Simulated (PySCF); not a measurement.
CHOS (SMILES O=C=[SH+]), charge +1, singlet, at a GFN2-xTB geometry; CCSD(T)/def2-SVP (PySCF).

PySCF was given this input:
```python
from pyscf import gto, scf, cc

mol = gto.M(
    atom='''
O     1.65943916   -0.41995957    0.20770173
C     0.57320951   -0.15369142    0.08329200
S    -0.95546310    0.29395335   -0.18938823
H    -1.42736083   -0.42142851    0.86884578
''',
    basis='def2-svp',
    charge=1,
    verbose=4,
)

mf = scf.RHF(mol)
mf.kernel()

mycc = cc.CCSD(mf)
mycc.conv_tol = 1e-5
mycc.kernel()
et = mycc.ccsd_t()
print('E(CCSD(T)) = %.10f' % (mycc.e_tot + et))
mf.analyze()
```

Task: What does PySCF print? Leave out banner, timings and long lists.

Result: 
```
PySCF version 2.14.0

[INPUT] verbose = 4
[INPUT] num. atoms = 4
[INPUT] num. electrons = 30
[INPUT] charge = 1
[INPUT] spin (= nelec alpha-beta = 2S) = 0
[INPUT] symmetry False subgroup None
[INPUT] Mole.unit = angstrom
[INPUT] Symbol           X                Y                Z      unit          X                Y                Z       unit  Magmom
[INPUT]  1 O      1.659439160000  -0.419959570000   0.207701730000 AA    3.135885532778  -0.793608570690   0.392499385298 Bohr   0.0
[INPUT]  2 C      0.573209510000  -0.153691420000   0.083292000000 AA    1.083208985896  -0.290434691496   0.157399068367 Bohr   0.0
[INPUT]  3 S     -0.955463100000   0.293953350000  -0.189388230000 AA   -1.805563581128   0.555491324898  -0.357891885916 Bohr   0.0
[INPUT]  4 H     -1.427360830000  -0.421428510000   0.868845780000 AA   -2.697321049632  -0.796384464984   1.641880568684 Bohr   0.0

nuclear repulsion = 87.7575214459153
number of shells = 23
number of NR pGTOs = 91
number of NR cGTOs = 51
basis = def2-svp
ecp = {}

******** <class 'pyscf.scf.hf.RHF'> ********
method = RHF
initial guess = minao
damping factor = 0
level_shift factor = 0
DIIS = <class 'pyscf.scf.diis.CDIIS'>
diis_start_cycle = 1
diis_space = 8
diis_damp = 0
SCF conv_tol = 1e-09
SCF conv_tol_grad = None
SCF max_cycles = 50
direct_scf = True
direct_scf_tol = 1e-13
Set gradient conv threshold to 3.16228e-05
Initial guess from minao.
init E= -511.204718473331
  HOMO = -0.345171566479027  LUMO = 0.0113115340374392  gap/eV = 9.70040
cycle= 1 E= -510.140366175183  delta_E= 1.06  |g|= 0.784  |ddm|= 2.25
  HOMO = -0.762507491141187  LUMO = -0.279185013011326  gap/eV = 13.15187
cycle= 2 E= -510.217270093394  delta_E= -0.0769  |g|= 0.674  |ddm|= 1.04
  HOMO = -0.722026107959317  LUMO = -0.212724305186816  gap/eV = 13.85881
cycle= 3 E= -510.302704135217  delta_E= -0.0854  |g|= 0.0842  |ddm|= 0.456
  HOMO = -0.706758188200208  LUMO = -0.18373598519973  gap/eV = 14.23216
cycle= 4 E= -510.304665256606  delta_E= -0.00196  |g|= 0.0271  |ddm|= 0.0845
  HOMO = -0.705164141925659  LUMO = -0.184819319706023  gap/eV = 14.15930
cycle= 5 E= -510.304986084621  delta_E= -0.000321  |g|= 0.00812  |ddm|= 0.0433
  HOMO = -0.706927933142684  LUMO = -0.184406834928698  gap/eV = 14.21852
cycle= 6 E= -510.305029850539  delta_E= -4.38e-05  |g|= 0.0034  |ddm|= 0.0134
  HOMO = -0.706760676937429  LUMO = -0.184331098937166  gap/eV = 14.21603
cycle= 7 E= -510.305039483874  delta_E= -9.63e-06  |g|= 0.00119  |ddm|= 0.00712
  HOMO = -0.70686072969935  LUMO = -0.184193388201181  gap/eV = 14.22250
cycle= 8 E= -510.305041279684  delta_E= -1.8e-06  |g|= 0.000444  |ddm|= 0.00293
  HOMO = -0.706859652197948  LUMO = -0.184156773027317  gap/eV = 14.22347
cycle= 9 E= -510.305041566934  delta_E= -2.87e-07  |g|= 0.000137  |ddm|= 0.00133
  HOMO = -0.706883224185636  LUMO = -0.184161537781392  gap/eV = 14.22398
cycle= 10 E= -510.305041587789  delta_E= -2.09e-08  |g|= 3e-05  |ddm|= 0.000433
  HOMO = -0.70688417638532  LUMO = -0.184160183311335  gap/eV = 14.22404
cycle= 11 E= -510.305041588692  delta_E= -9.02e-10  |g|= 8.91e-06  |ddm|= 9.72e-05
  HOMO = -0.706884496875163  LUMO = -0.184159557718058  gap/eV = 14.22407
Extra cycle  E= -510.305041588766  delta_E= -7.38e-11  |g|= 4.5e-06  |ddm|= 1.92e-05
converged SCF energy = -510.305041588766

******** <class 'pyscf.cc.ccsd.CCSD'> ********
CC2 = 0
CCSD nocc = 15, nmo = 51
max_cycle = 50
direct = 0
conv_tol = 1e-05
conv_tol_normt = 1e-05
diis_space = 6
diis_start_cycle = 0
diis_start_energy_diff = 1e+09
Init t2, MP2 energy = -510.753589713165  E_corr(MP2) -0.448548124399654
Init E_corr(CCSD) = -0.44854812441358
cycle = 1  E_corr(CCSD) = -0.440498322779895  dE = 0.00804980163  norm(t1,t2) = 0.0755637
cycle = 2  E_corr(CCSD) = -0.45953466484278  dE = -0.0190363421  norm(t1,t2) = 0.0285455
cycle = 3  E_corr(CCSD) = -0.458192787411239  dE = 0.00134187743  norm(t1,t2) = 0.0149072
cycle = 4  E_corr(CCSD) = -0.460537471617982  dE = -0.00234468421  norm(t1,t2) = 0.00528118
cycle = 5  E_corr(CCSD) = -0.460745100256189  dE = -0.000207628638  norm(t1,t2) = 0.000980817
cycle = 6  E_corr(CCSD) = -0.460674656952861  dE = 7.04433033e-05  norm(t1,t2) = 0.000438031
cycle = 7  E_corr(CCSD) = -0.460647278965674  dE = 2.73779872e-05  norm(t1,t2) = 0.00011991
cycle = 8  E_corr(CCSD) = -0.460660237390572  dE = -1.29584249e-05  norm(t1,t2) = 6.34208e-05
cycle = 9  E_corr(CCSD) = -0.460657586661336  dE = 2.65072924e-06  norm(t1,t2) = 2.50396e-05
cycle = 10  E_corr(CCSD) = -0.460657066317889  dE = 5.20343447e-07  norm(t1,t2) = 6.89216e-06
CCSD converged
E(CCSD) = -510.7656986550834  E_corr = -0.4606570663178891
CCSD(T) correction = -0.0186237542336446
E(CCSD(T)) = -510.7843224093
**** SCF Summaries ****
Total Energy =                        -510.305041588765505
Nuclear Repulsion Energy =              87.757521445915287
One-electron Energy =                 -868.257836912667699
Two-electron Energy =                  270.195273877986949
Two-electron Coulomb Energy =          308.621194184662954
DFT Exchange-Correlation Energy =      -38.425920306676005
HOMO-LUMO gap [eV] =                    14.224070101685001
**** MO energy ****
MO #1   energy= -92.2791457773666  occ= 2
MO #2   energy= -20.9634673557421  occ= 2
MO #3   energy= -11.7243518893808  occ= 2
MO #4   energy= -9.31539947224702  occ= 2
MO #5   energy= -7.00333514534394  occ= 2
MO #6   energy= -7.0001063104802   occ= 2
MO #7   energy= -6.99847657468294  occ= 2
MO #8   energy= -1.79771504810357  occ= 2
MO #9   energy= -1.39796959955177  occ= 2
MO #10  energy= -1.06191376848727  occ= 2
MO #11  energy= -0.986820442697192 occ= 2
MO #12  energy= -0.947923725173982 occ= 2
MO #13  energy= -0.935471164832324 occ= 2
MO #14  energy= -0.814665880525616 occ= 2
MO #15  energy= -0.706884496875163 occ= 2
MO #16  energy= -0.184159557718058 occ= 0
MO #17  energy= -0.142035757596458 occ= 0
MO #18  energy= -0.082161847912984 occ= 0
MO #19  energy= -0.059788159332129 occ= 0
MO #20  energy= 0.0994817421174505 occ= 0
MO #21  energy= 0.285052270703582  occ= 0
MO #22  energy= 0.329335855091491  occ= 0
MO #23  energy= 0.38829511527557   occ= 0
 ** Mulliken pop on meta-lowdin orthogonal AOs  **
 ** Mulliken pop  **
 ** Mulliken atomic charges  **
charge of    0O =     -0.07254
charge of    1C =      0.51345
charge of    2S =      0.37581
charge of    3H =      0.18328

WARN: System has nonzero charge 1; the dipole moment is origin-dependent.
Location of origin: [0. 0. 0.]

Dipole moment(X, Y, Z, Debye): -2.09806, -0.36220,  0.93280
```
